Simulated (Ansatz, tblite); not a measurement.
Forces on Pd3H5 at its PBE-D4/def2-SVP geometry. The state is a doublet with charge 0.

In the def2 sets Pd takes a core potential; there is no spin–orbit coupling. The xTB rows come from tblite. In the doublet, H5 and H8 lie 0.87 Å apart (atoms count from 1), so H2 has formed as a molecule. Another isomer (doublet) lies 0.09 eV lower at PBE0-D4/def2-TZVP; other spin states weren't run for this one.

GFN1-xTB (tblite), largest force 1.35 eV/Å:

```xyz
8
positions Å, forces eV/Å
Pd    1.654    0.698    0.089   -0.284   -0.375   -0.570
Pd   -0.435    0.422   -1.449    0.239   -0.203    0.296
Pd   -0.799   -0.549    0.958    0.059    0.144   -0.273
H     1.177   -0.093   -1.292   -0.133    0.344    0.480
H    -2.329   -1.222    0.511    0.051    1.254    0.510
H     0.829   -0.342    1.355   -0.176    0.314   -0.566
H     2.423    1.524   -1.005   -0.389   -0.367    0.570
H    -2.521   -0.439    0.832    0.633   -1.111   -0.447
```

GFN2-xTB (tblite), largest force 1.44 eV/Å:

```
Pd -0.039 -0.489 -0.620
Pd 0.377 -0.176 -0.297
Pd -0.317 -0.288 0.427
H -0.458 0.493 0.318
H 0.658 -1.160 -0.522
H -0.313 0.196 -0.083
H 0.063 0.077 0.260
H 0.029 1.346 0.516
```

PBE-D4/def2-TZVP (Ansatz), largest force 0.24 eV/Å:

```
Pd -0.004 0.024 -0.044
Pd 0.023 0.007 0.023
Pd 0.004 0.002 -0.008
H -0.008 -0.013 0.008
H -0.044 0.222 0.089
H -0.010 -0.002 -0.008
H -0.029 -0.024 0.032
H 0.067 -0.216 -0.092
```
